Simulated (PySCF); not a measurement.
C3H5BFNO, SMILES O=C/N=C/B(F)C. Heavy atoms are numbered as in [CH3:1][B:2]([F:3])/[CH:4]=[N:5]/[CH:6]=[O:7]. Hydrogens are named by the atom that carries them.

Geometry optimised at B3LYP-D3(BJ)/def2-SVP. The structure was generated by enumeration; whether it is a known compound was not checked. Other conformers were not sampled.

Calculation: PBE0/pcSseg-1 in PySCF.

GIAO shieldings, no solvent; atoms alike by connectivity are averaged. δ = σ(ref) − σ: ¹³C against TMS (σ = 186.3 ppm); ¹¹B against BF3 (σ = 88.8 ppm); ¹⁹F against CFCl3 (σ = 167.2 ppm); ¹⁵N against NH3 (σ = 267.4 ppm); ¹⁷O against H2O (σ = 334.2 ppm); ¹H against TMS (σ = 31.56 ppm), references at their B3LYP-D3(BJ)/def2-TZVP geometries, non-relativistic.

Computed chemical shifts:
| nucleus | atoms | count | δ (ppm) |
|---|---|---|---|
| ¹³C | C6 (CH) | 1 | 183.9 |
| ¹³C | C4 (CH) | 1 | 180.9 |
| ¹³C | C1 (CH3) | 1 | 9.5 |
| ¹¹B | B2 | 1 | 37.8 |
| ¹⁹F | F3 | 1 | -23.4 |
| ¹⁵N | N5 | 1 | 493.7 |
| ¹⁷O | O7 | 1 | 567.4 |
| ¹H | H on C6 | 1 | 9.84 |
| ¹H | H on C4 | 1 | 8.52 |
| ¹H | H on C1 | 3 | 1.28 |
